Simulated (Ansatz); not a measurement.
C2H9AlOSi can be A, `C[SiH](C)[AlH][OH]`, or B, `CO[SiH2][AlH][CH3]`.

Program: Ansatz. Geometries: PBE0-D4/def2-TZVP. ΔE: electronic, gas phase. CBS: MP2 limit from def2 TZ/QZ plus the TZ coupled-cluster correction, frozen cores. DFT in def2-TZVPP. Each species was taken in one conformer, which may not be the lowest.

A:

```xyz
14

C    -1.5662    0.1122    0.9872
Si    0.0623   -0.5690    0.3372
C    -0.2455   -1.7007   -1.1393
Al    1.6573    1.2204   -0.1936
O     1.2291    2.7821    0.3377
H    -2.0666    0.7157    0.2261
H    -1.4032    0.7493    1.8590
H    -2.2394   -0.6993    1.2761
H     0.6794   -1.4076    1.4160
H    -0.9090   -2.5233   -0.8591
H     0.6867   -2.1322   -1.5111
H    -0.7151   -1.1561   -1.9623
H     3.0427    1.0627   -0.9707
H     1.7875    3.5457    0.1967
```

B:

Z-matrix (Å, degrees):
```
C
O 1 1.404
H 1 1.097 2 111.6
H 1 1.099 2 111.9 3 -121.4
H 1 1.092 2 108.5 3 119.3
Si 2 1.660 1 121.1 3 65.3
Al 6 2.475 2 112.9 1 62.5
H 6 1.490 2 104.8 1 -175.3
H 6 1.501 2 109.3 1 -61.5
C 7 1.956 6 121.5 2 -1.5
H 7 1.595 6 118.9 2 179.1
H 10 1.093 7 112.6 6 26.5
H 10 1.097 7 109.4 6 -92.3
H 10 1.093 7 112.3 6 149.5
```

(1) Which isomer does CCSD(T)/CBS put lower? Give the gap. (Estimate.)

(2) Give E(B) − E(A) in kcal/mol with r2SCAN-D4, B2PLYP, HF/def2-TZVPP, CCSD/def2-TZVPP, PBE-D4, MP2/def2-TZVPP, PBE0-D4. (Estimate.)

Largest T1 diagnostic: 0.012.

## Answers

(1) Computed: A, by 37.5 kcal/mol.

(2) The calculation gave: r2SCAN-D4 37.2, B2PLYP 36.5, HF/def2-TZVPP 32.6, CCSD/def2-TZVPP 36.5, PBE-D4 36.5, MP2/def2-TZVPP 39.2, PBE0-D4 36.7. None reverses the order clearly.

In def2-TZVPP, CCSD(T) changes the Hartree–Fock value by +4.3 kcal/mol (the triples alone add +0.4 kcal/mol) and MP2 by +6.6 kcal/mol.
